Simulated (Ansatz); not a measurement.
AsH2 (SMILES [AsH2]), charge 0, multiplicity 2, relaxed at each level with Ansatz (a quantum-chemistry and plane-wave program); harmonic frequencies from differences of analytic forces, average atomic masses, frozen cores. Open shells are unrestricted.

Problem. Give the equilibrium geometry, the harmonic frequencies and the zero-point energy at MP2/cc-pVTZ.

Solution. 
(charge 0, multiplicity 2):
```xyz
3

As     0.000     0.052     0.000
H     -1.083    -1.012     0.000
H      1.090    -1.005     0.000
```
Frequencies (cm⁻¹): 1026, 2261, 2271. Zero-point energy 7.95 kcal/mol.

Problem. Give the equilibrium geometry, the harmonic frequencies and the zero-point energy at CCSD(T)/cc-pVTZ.

Solution. 
(charge 0, multiplicity 2):
```xyz
3

As    -0.0002     0.0583     0.0000
H     -1.0890    -1.0153     0.0000
H      1.0956    -1.0081     0.0000
```
Frequencies (cm⁻¹): 1005, 2184, 2192. Zero-point energy 7.69 kcal/mol.
